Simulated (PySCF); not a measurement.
C3H3N, SMILES C=CC#N. Atoms are numbered in the order given.

```xyz
7

C     -0.3583     1.6233     0.0000
C      0.5040     0.5840     0.0000
C      0.0914    -0.7854     0.0000
N     -0.2263    -1.9163     0.0000
H     -1.4479     1.4682     0.0000
H      0.0152     2.6581     0.0000
H      1.5943     0.7559     0.0000
```

The structure is a stationary point at PBE-D3(BJ)/def2-SVP.

Calculation: PBE-D3(BJ)/def2-SVP in PySCF 2.14.0.

Frequencies are harmonic and unscaled.

```json
[
 {"mode": "1", "ν (cm⁻¹)": "221", "IR (km/mol)": "1.8", "moving atoms (share of kinetic energy)": "C 50 %, N 32 %, H 18 %"},
 {"mode": "2", "ν (cm⁻¹)": "336", "IR (km/mol)": "0.2", "moving atoms (share of kinetic energy)": "C 46 %, H 34 %, N 21 %"},
 {"mode": "3", "ν (cm⁻¹)": "552", "IR (km/mol)": "0.0", "moving atoms (share of kinetic energy)": "C 73 %, H 19 %, N 8 %"},
 {"mode": "4", "ν (cm⁻¹)": "688", "IR (km/mol)": "10.8", "moving atoms (share of kinetic energy)": "C 59 %, H 39 %"},
 {"mode": "5", "ν (cm⁻¹)": "872", "IR (km/mol)": "0.7", "moving atoms (share of kinetic energy)": "C 43 %, H 36 %, N 21 %"},
 {"mode": "6", "ν (cm⁻¹)": "930", "IR (km/mol)": "32.1", "moving atoms (share of kinetic energy)": "H 73 %, C 27 %"},
 {"mode": "7", "ν (cm⁻¹)": "965", "IR (km/mol)": "16.0", "moving atoms (share of kinetic energy)": "H 92 %, C 8 %"},
 {"mode": "8", "ν (cm⁻¹)": "1063", "IR (km/mol)": "3.7", "moving atoms (share of kinetic energy)": "H 55 %, C 39 %"},
 {"mode": "9", "ν (cm⁻¹)": "1253", "IR (km/mol)": "0.0", "moving atoms (share of kinetic energy)": "H 75 %, C 24 %"},
 {"mode": "10", "ν (cm⁻¹)": "1372", "IR (km/mol)": "6.2", "moving atoms (share of kinetic energy)": "H 83 %, C 16 %"},
 {"mode": "11", "ν (cm⁻¹)": "1635", "IR (km/mol)": "0.9", "moving atoms (share of kinetic energy)": "C 86 %, H 13 %"},
 {"mode": "12", "ν (cm⁻¹)": "2271", "IR (km/mol)": "5.3", "moving atoms (share of kinetic energy)": "C 63 %, N 37 %"},
 {"mode": "13", "ν (cm⁻¹)": "3091", "IR (km/mol)": "0.0", "moving atoms (share of kinetic energy)": "H 95 %"},
 {"mode": "14", "ν (cm⁻¹)": "3101", "IR (km/mol)": "0.5", "moving atoms (share of kinetic energy)": "H 92 %, C 8 %"},
 {"mode": "15", "ν (cm⁻¹)": "3199", "IR (km/mol)": "0.3", "moving atoms (share of kinetic energy)": "H 89 %, C 11 %"}
]
```
